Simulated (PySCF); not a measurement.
Start geometry of `CC(C)(C)[SiH2]C(F)F` from GFN2-xTB (Å):
```
atom  x, y, z in Å
C1    -1.085   -1.004    0.588
C2    -0.614    0.101   -0.380
C3    -1.690    1.201   -0.483
C4    -0.378   -0.512   -1.769
Si5    1.021    0.872    0.252
C6     2.457   -0.414    0.136
F7     2.229   -1.510    0.922
F8     3.627    0.141    0.611
H9    -0.375   -1.770    0.709
H10   -2.034   -1.417    0.222
H11   -1.310   -0.565    1.579
H12   -2.609    0.788   -0.813
H13   -1.393    1.990   -1.181
H14   -1.853    1.668    0.503
H15    0.282   -1.359   -1.723
H16   -1.361   -0.876   -2.138
H17   -0.030    0.232   -2.476
H18    1.461    1.999   -0.573
H19    0.937    1.242    1.677
H20    2.668   -0.791   -0.862
```

**Question.** What comes out of this run: PBE0-D3(BJ)/def2-SVP geometry optimisation, gas phase in PySCF 2.14.0?

**Answer.** 
```
atom  x, y, z in Å
C1    -1.187   -0.907    0.558
C2    -0.605    0.146   -0.391
C3    -1.551    1.348   -0.479
C4    -0.401   -0.459   -1.784
Si5    1.066    0.755    0.285
C6     2.408   -0.624    0.193
F7     1.974   -1.758    0.817
F8     3.536   -0.206    0.828
H9    -0.514   -1.770    0.674
H10   -2.150   -1.279    0.167
H11   -1.375   -0.492    1.561
H12   -2.542    1.026   -0.843
H13   -1.177    2.118   -1.174
H14   -1.702    1.826    0.503
H15    0.234   -1.358   -1.753
H16   -1.372   -0.763   -2.212
H17    0.055    0.259   -2.485
H18    1.587    1.896   -0.531
H19    0.960    1.163    1.717
H20    2.695   -0.908   -0.837
```

The energy falls by 0.166 eV over 8 energy and gradient evaluations, the largest force component goes from 0.0396 to 3.7e-04 Eh/bohr, and the atoms move by 0.064 Å rms after alignment. The bond that changes most is C1–H9 (methyl carbon to methyl hydrogen), which lengthens by 0.049 Å. Bonds longer at the end by more than 0.005 Å: 9 of 19; shorter: 6. Among the angles that change most is H15–C4–H17, from 111.8° to 108.1°. Rotational constants go from 2795, 955.5, 872.4 to 2794, 976.1, 887.2 MHz. The orientation of the end geometry is arbitrary; only internal coordinates are fixed.

The run used 176 basis functions and 50 SCF cycles in all. Time: 3.6 min wall; peak memory 0.74 GiB. Hardware: an Arm Neoverse N1 with one thread, shared host with 64 logical CPUs at a one-minute load of 61.

Whether it is a minimum is left open (no frequencies). One conformer, not necessarily the lowest.
